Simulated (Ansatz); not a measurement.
**Strength of the O–In bond: C3H9InO → C3H7O + InH2**

Species: C3H9InO `CC(C)[O][InH2]`, singlet; C3H7O `CC(C)[O]`, doublet; InH2 `[InH2]`, doublet. 

Shapes, held fixed at every level: PBE0-D4/def2-TZVP. Flexible molecules stand in one conformer, not always the lowest. Programs: Ansatz 0.2.0. Electronic energies: no zero-point or thermal term.

| level | kind | ΔE (kJ/mol) | less CCSD(T)/def2-TZVPP |
| --- | --- | --- | --- |
| PBE-D4/def2-TZVPP | GGA | +333.0 | -19.8 |
| B3LYP-D4/def2-TZVPP | global hybrid | +324.8 | -28.0 |
| PBE0-D4/def2-TZVPP | global hybrid | +327.1 | -25.7 |
| wB97M-V/def2-TZVPP | range-separated hybrid | +344.0 | -8.8 |
| wB97X-V/def2-TZVPP | range-separated hybrid | +346.9 | -5.9 |
| B2PLYP/def2-TZVPP | double hybrid | +339.3 | -13.5 |
| CCSD(T)/def2-SVP | coupled cluster or CI | +334.1 | -18.7 |
| CCSD(T)/def2-TZVPP | coupled cluster or CI | +352.8 | 0.0 |

The highest level, CCSD(T)/def2-TZVPP, gives ΔE = +352.8 kJ/mol; the levels span +324.8 to +352.8. The column of differences is taken from that level and isn't an error. No measured value is set beside it here. Open shells run unrestricted unless RO is named. For atoms past krypton def2 sets carry core potentials with scalar relativity. Correlated rows may include outer-core shells of In, which these sets cover unevenly.
